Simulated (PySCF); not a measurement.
Two species compared at the same levels of theory.

First species: C4H6N2.
SMILES: `C/N=C/CC#N`

Second species: C₈H₆BrFO₂.
Cartesian coordinates in Å at the PBE0-D3(BJ)/def2-SVP level; atoms count from 1:
```xyz
18
C8H6BrFO2 angstrom
C      2.7706    0.9464   -0.2390
O      2.2353   -0.3498   -0.2137
C      0.9010   -0.4989   -0.2492
C      0.4150   -1.8139   -0.2211
C     -0.9469   -2.0565   -0.2542
C     -1.8677   -1.0041   -0.3147
Br    -3.6865   -1.4770   -0.3554
C     -1.3950    0.3186   -0.3444
C     -2.2984    1.4921   -0.4053
O     -3.4811    1.5251   -0.4007
F     -1.6004    2.6449   -0.4720
C     -0.0084    0.5536   -0.3115
H      2.4935    1.4849   -1.1620
H      3.8613    0.8357   -0.2058
H      2.4440    1.5401    0.6325
H      1.1317   -2.6357   -0.1732
H     -1.3186   -3.0821   -0.2325
H      0.3314    1.5861   -0.3356
```

Levels: PBE0/def2-SVPD for dipole moment, HOMO energy, LUMO energy, HOMO–LUMO gap, static isotropic polarisability and electronic spatial extent ⟨r²⟩ about the centre of nuclear charge; TDDFT PBE0/def2-SVPD for lowest singlet excitation; PBE0-D3(BJ)/def2-SVP for rotational constant A and rotational constant C. Geometries: PBE0-D3(BJ)/def2-SVP. Each structure is a single optimised conformer of the isolated species, non-relativistic unless stated; the electronic structure was computed with PySCF and density fitting.

Dipoles, sizes and rotational constants follow the conformer. The torsions of the flexible species, by atom-mapped SMILES:
- `[CH3:1]/[N:2]=[CH:3]/[CH2:4][C:5]#[N:6]`: N2–C3–C4–C5 126°
- `[CH3:1][O:2][c:3]1[cH:4][cH:5][c:6]([Br:7])[c:8]([C:9](=[O:10])[F:11])[cH:12]1`: C1–O2–C3–C4 180°, C6–C8–C9–O10 2°

**Question.** Which has the higher HOMO–LUMO gap?

**Answer.** The first: 7.07 eV against 4.77 eV, a difference of 2.30 eV.

**Question.** Which has the higher HOMO energy?

**Answer.** The second: -6.95 eV against -7.92 eV, a difference of 0.97 eV.

**Question.** Which has the higher rotational constant C?

**Answer.** The first: 1.463 GHz against 0.316 GHz, a difference of 1.147 GHz.

**Question.** Which of the two has the higher dipole moment, and by how much?

**Answer.** The second: 4.59 D against 3.80 D, a difference of 0.79 D.

**Question.** Which has the higher static isotropic polarisability?

**Answer.** The second: 126.2 au against 61.9 au, a difference of 64.3 au.

**Question.** Which of the two has the higher S1 energy, and by how much?

**Answer.** The first: 5.08 eV against 3.99 eV, a difference of 1.09 eV.

**Question.** Which of the two has the higher LUMO energy, and by how much?

**Answer.** The first: -0.85 eV against -2.18 eV, a difference of 1.33 eV.

**Question.** Which has the higher rotational constant A?

**Answer.** The first: 14.034 GHz against 1.115 GHz, a difference of 12.919 GHz.

On the first: The principal polarisabilities are 48.4, 53.1 and 84.2 au; their mean is the isotropic value. No computed singlet falls in the visible range (750 to 380 nm, 1.65 to 3.26 eV); S1 lies 1.82 eV above its blue end.

On the second: The principal polarisabilities are 73.2, 130.0 and 175.3 au; their mean is the isotropic value. The 10 singlets span 3.99 to 6.42 eV, and their oscillator strengths add up to 0.74. Relativistic effects, spin–orbit coupling among them, are left out although an element past zinc is present.
